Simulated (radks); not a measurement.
Results of a calculation; reference values are marked as such.
Orbital eigenvalues (eV) of the palladium ion Pd+, [Kr] 4d9, at several levels of relativity; Dirac values are averaged over j with weights 2j + 1. Spin-unpolarised spherical Kohn-Sham, PBEsol, point nucleus unless stated (finite: rms radius 4.5318 fm), a radial shooting solver on a logarithmic mesh with Libxc functionals. A level marked "c x" has the speed of light scaled by that factor and shares open shells by 2j + 1; other Dirac levels either fill j = l - 1/2 first or share by 2j + 1.

| shell | non-rel. | Dirac, 2j+1 shares | Dirac, 2j+1 shares, finite nucleus | Dirac, c x 0.75 | change of magnitude, last against first (%) |
|---|---|---|---|---|---|
| 1s | -23433 | -24150 | -24149 | -24773 | +5.72 |
| 2s | -3362.9 | -3535.0 | -3534.9 | -3686.3 | +9.62 |
| 2p | -3124.8 | -3174.1 | -3174.1 | -3216.5 | +2.94 |
| 3s | -612.30 | -646.39 | -646.37 | -676.45 | +10.48 |
| 3p | -517.12 | -527.35 | -527.35 | -536.09 | +3.67 |
| 3d | -341.28 | -336.61 | -336.61 | -332.74 | -2.50 |
| 4s | -89.954 | -96.545 | -96.540 | -102.38 | +13.82 |
| 4p | -60.587 | -62.479 | -62.479 | -64.123 | +5.84 |
| 4d | -14.829 | -14.620 | -14.620 | -14.475 | -2.39 |
| 5s (empty) | -10.289 | -10.995 | -10.995 | -11.640 | +13.13 |
| 5p (empty) | -5.9528 | -6.1370 | -6.1370 | -6.2989 | +5.81 |
